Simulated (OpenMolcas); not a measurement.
Nd3+ in a ligand field

Nd3+ with 4 ligands (bromide) in tetrahedral coordination (Td) at 2.76 Å. A charge of +0.25 e stands 2.6 Å behind each ligand. Ligand basis ANO-RCC-VDZP.
```
Nd    0.0000    0.0000    0.0000
Br    1.5935    1.5935    1.5935
Br    1.5935   -1.5935   -1.5935
Br   -1.5935    1.5935   -1.5935
Br   -1.5935   -1.5935    1.5935
```

| Property | Result |
| --- | --- |
| Program | OpenMolcas 26.06 |
| Method | CASSCF |
| Basis | ANO-RCC-VDZP [7s6p4d2f1g] |
| Scalar Hamiltonian | DKH2, point nucleus |
| Active space | 3 electrons in 7 orbitals (4f) |
| State averaging | 2S+1 = 4 odd, 35 roots (30 in the spin-orbit step); 2S+1 = 2 odd, 43 roots kept (CI in the orbitals of an earlier block) |
| Spin-orbit coupling | RASSI with atomic mean-field integrals over the reference wave functions |

The lowest spin-free states (labels of Td), above the lowest:

| State | Degeneracy | E (cm-1) | Free-ion L (%) |
| --- | --- | --- | --- |
| 4A1 | 1 | 0.0 | I (100) |
| 4A2 | 1 | 14.0 | I (100) |
| 4T1 | 3 | 19.1 | I (100) |
| 4T2 | 3 | 25.2 | I (100) |
| 4E | 2 | 106.5 | I (100) |
| 4T1 | 3 | 118.6 | I (100) |
| 2T2 | 3 | 14175 | H (100) |
| 2E | 2 | 14188 | H (100) |
| 2T1 | 3 | 14248 | H (100) |
| 2T2 | 3 | 14276 | H (100) |
| 4A1 | 1 | 14396 | F (100) |
| 4A2 | 1 | 14449 | S (100) |
| 4T2 | 3 | 14457 | F (100) |
| 4T1 | 3 | 14459 | F (100) |
| 2T1 | 3 | 18883 | G (100) |
| 2E | 2 | 18925 | G (100) |
| 2T2 | 3 | 18939 | G (100) |
| 2A2 | 1 | 18956 | G (100) |
| 2T2 | 3 | 21401 | K (100) |
| 2E | 2 | 21410 | K (100) |

The lowest levels with spin-orbit coupling:

```
E (cm-1)  Degeneracy  Label  2S+1     J   |mJ| (%)               g
     0.0           4     Γ8     4  4.51   5/2 (50)                
    21.8           4     Γ8     4  4.50   3/2 (50)                
    81.5           2     Γ7     4  4.50   1/2 (58)  2.66 2.66 2.66
    1966           2     Γ7     4  5.51   7/2 (73)  3.52 3.52 3.52
    1973           4     Γ8     4  5.51   5/2 (38)                
    1985           2     Γ6     4  5.50   3/2 (46)  3.50 3.50 3.50
    2007           4     Γ8     4  5.50   1/2 (41)                
    4086           2     Γ7     4  6.51   9/2 (69)  5.51 5.51 5.51
    4091           4     Γ8     4  6.51   7/2 (39)                
    4096           2     Γ6     4  6.50   5/2 (62)  3.58 3.58 3.58
    4127           2     Γ6     4  6.50   3/2 (56)  2.88 2.88 2.88
    4131           4     Γ8     4  6.50   1/2 (44)                
    6291           4     Γ8     4  7.51   7/2 (39)                
    6296           4     Γ8     4  7.51   9/2 (46)                
    6361           4     Γ8     4  7.50   3/2 (27)                
    6363           2     Γ7     4  7.50   1/2 (52)  5.98 5.98 5.98
    6369           2     Γ6     4  7.50  13/2 (40)  6.79 6.79 6.79
   15595           4     Γ8     2  4.50   7/2 (47)                
   15652           2     Γ7     2  4.50   1/2 (58)  3.49 3.49 3.49
   15660           4     Γ8     2  4.46   3/2 (34)
```

Electric-dipole absorption from the lowest level at this geometry, strongest bands:

```json
{"E (cm-1)": "15703", "λ (nm)": "637", "Label": "Γ8", "f": "1.77e-06"}
{"E (cm-1)": "16755", "λ (nm)": "597", "Label": "Γ8", "f": "1.14e-06"}
{"E (cm-1)": "23942", "λ (nm)": "418", "Label": "Γ8", "f": "1.84e-06"}
```

Powder χT (cm3 K/mol): 0.744 at 2 K, 1.18 at 10 K, 1.56 at 50 K, 1.62 at 100 K, 1.65 at 200 K, 1.68 at 300 K. The effective moment at 300 K is 2.828 √(χT) = 3.66 μB.

Hund's rules give f3 the level 4I9/2 with g = 0.727, so an isolated free-ion multiplet has χT = g² J(J+1) / 8 = 1.636 cm3 K/mol. The computed 1.675 at 300 K differs by +2 %, through the field's splitting, the mixing of terms and any other multiplet in reach.

Stevens parameters of the J = 9/2 multiplet, which is 81 cm-1 wide (cm-1, z along the main axis): B40 = 1.122e-02, B44 = 5.608e-02, B60 = -1.845e-04, B64 = 3.875e-03.

Metal share of the active 4f orbitals (Löwdin): 99, 100, 100, 100, 100, 100, 100 %; Mulliken charge of the metal 1.71.

High states are left out of the spin-orbit mixing, which shifts the levels that they would mix with. Without dynamic correlation the ligand-field splitting of an f shell can come out too small, at times by half. The first state left out of the spin-orbit step lies near 35000 cm-1 above the lowest spin-free state of the reference (among the parities and spins computed), and the lists stop at four fifths of that energy or lower. No measured value stands beside these numbers; the geometry is a model, was not optimised and need not be the one that this ion takes.
